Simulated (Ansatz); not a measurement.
A trace of molecular dynamics of CH₇BrGe (10 atoms, charge 0, multiplicity 1).

Theory: RKS r2SCAN/def2-SVP (Ansatz 0.2.0).

```json
{
 "ensemble": "NVE (velocity Verlet)",
 "starting velocities drawn for": "100 K",
 "seed": "4315"
}
```

| time (fs) | T (K) | potential energy less start (eV) | conserved less start (meV/atom) |
| --- | --- | --- | --- |
| 0 | 100 | 0.000 | 0.00 |
| 4 | 52 | 0.051 | 0.05 |
| 8 | 39 | 0.064 | 0.07 |
| 12 | 56 | 0.046 | 0.05 |
| 16 | 102 | -0.002 | 0.01 |
| 20 | 73 | 0.028 | 0.06 |
| 24 | 114 | -0.014 | 0.07 |
| 28 | 177 | -0.079 | 0.05 |
| 32 | 276 | -0.182 | 0.01 |
| 36 | 340 | -0.248 | 0.07 |
| 40 | 504 | -0.417 | 0.05 |
| 44 | 684 | -0.604 | 0.03 |
| 48 | 891 | -0.817 | 0.02 |
| 52 | 1095 | -1.028 | 0.07 |
| 56 | 1382 | -1.325 | 0.05 |
| 60 | 1646 | -1.598 | 0.02 |
| 64 | 1879 | -1.840 | 0.03 |
| 68 | 2094 | -2.061 | 0.05 |
| 72 | 2263 | -2.236 | 0.05 |
| 76 | 2388 | -2.365 | 0.02 |
| 80 | 2444 | -2.424 | 0.02 |
| 84 | 2442 | -2.421 | 0.03 |
| 88 | 2366 | -2.342 | 0.05 |
| 92 | 2243 | -2.216 | 0.01 |
| 96 | 1989 | -1.953 | 0.03 |
| 100 | 1758 | -1.714 | 0.04 |

**Question.** Can this run be trusted? Judge the integration.

**Answer.** The conserved energy stayed within 0.085 meV per atom of its start (net change 0.038 meV per atom), so the integration is sound. The kinetic energy rose, since the run started high on the potential surface and went downhill. It ends in pieces (BrGeH3 + CH4), so much of that is their flight and rotation, not heat. A run of 0.1 ps of so small a system gives no equilibrium averages. The orbitals stay closed-shell, which can raise the energy where a bond breaks towards radicals; this wasn't checked here. The time step was 0.5 fs.

Run time: 5.9 min on 4 threads of Arm Neoverse V2, with other jobs on the host, peak memory 0.19 GiB.
